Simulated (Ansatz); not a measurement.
Total energies of Ga₇Sb₇H₂₀, a nanocrystal cut from zinc blende GaSb (hydrogen-capped) from Ansatz at PBE0-D4/def2-SVP, gas phase (1 Eh = 27.2114 eV = 2625.5 kJ/mol). The reference geometry is relaxed at PBE-D4/def2-SVP.

```xyz
34

Ga   -3.987   -1.162    0.797
Ga    3.505    1.287    1.956
Ga   -1.037    2.129    1.058
Ga    0.289   -2.119    1.482
Ga   -1.448   -3.105   -2.478
Ga    1.443    0.234   -2.144
Ga   -2.802    1.249   -2.915
Sb    2.541   -1.113    2.628
Sb   -1.612   -0.320    1.888
Sb   -3.154   -1.154   -1.760
Sb    1.322    2.799    2.238
Sb    3.601    1.055   -0.703
Sb   -0.522    1.903   -1.532
Sb    0.726   -2.108   -1.131
H    -4.984    0.033    1.074
H    -4.157   -2.639    1.332
H     4.815    1.765    2.686
H    -2.065    3.257    1.461
H     0.055   -3.536    2.138
H    -1.784   -4.455   -1.729
H    -1.048   -2.979   -4.001
H     1.901    0.224   -3.654
H    -3.877    2.288   -2.405
H    -2.315    1.094   -4.410
H     2.474   -1.095    4.347
H     3.889   -2.175    2.504
H    -1.682   -0.169    3.602
H    -4.588   -1.682   -2.553
H     1.178    3.057    3.932
H     1.838    4.392    1.847
H     4.239    2.556   -1.250
H     5.015    0.126   -1.013
H     0.099    3.450   -1.966
H     2.129   -3.088   -1.323
```

```
                 state   geometry   energy (Eh)
      charge 0 singlet  reference  -15164.60343
      charge 1 doublet  reference  -15164.31259
     charge -1 doublet  reference  -15164.63685
free Ga atom (doublet)          –   -1924.30552
free Sb atom (quartet)          –    -240.21816
 free H atom (doublet)          –      -0.50029
```

In the def2 sets Sb takes a core potential; there is no spin–orbit coupling. Single mean-field runs in def2-SVP are fitted with def2-universal-jkfit.

(1) Work out the vertical ionisation energy to the doublet.

(2) Work out the vertical electron affinity, to the doublet.

(3) Give the fundamental gap IE − EA, the Mulliken electronegativity (IE + EA)/2 and the hardness (IE − EA)/2.

(4) What is the binding energy per atom against free atoms?

(1) E(charge 1 doublet) − E(charge 0 singlet) = -15164.31259 − (-15164.60343) = 0.29084 Eh = 7.91 eV. For comparison, −ε of the highest occupied level is 6.69 eV at this level, 1.22 eV less.

(2) E(charge 0 singlet) − E(charge -1 doublet) = -15164.60343 − (-15164.63685) = 0.03342 Eh = 0.91 eV. The basis lacks diffuse functions, which makes affinities too small.

(3) From the values in Eh: IE − EA = 0.29084 − 0.03342 = 0.25742 Eh = 7.00 eV; (IE + EA)/2 = 4.41 eV; (IE − EA)/2 = 3.50 eV. The HOMO–LUMO gap of the same run is 4.81 eV, 2.19 eV smaller than the fundamental gap.

(4) Atoms: 7 × (-1924.30552) + 7 × (-240.21816) + 20 × (-0.50029) = -15161.67156 Eh. Binding: -15161.67156 − (-15164.60343) = 2.93187 Eh = 79.78 eV, or 2.35 eV for each of 34 atoms (no zero-point energy, no counterpoise term).

At PBE0-D4/def2-SVP the highest occupied level of the charge -1 doublet lies above zero (up to 0.20 eV). By energy differences its removal costs 0.91 eV (vertical, to the charge 0 singlet, at PBE0-D4/def2-SVP); self-interaction error and the lack of diffuse functions both raise the level.
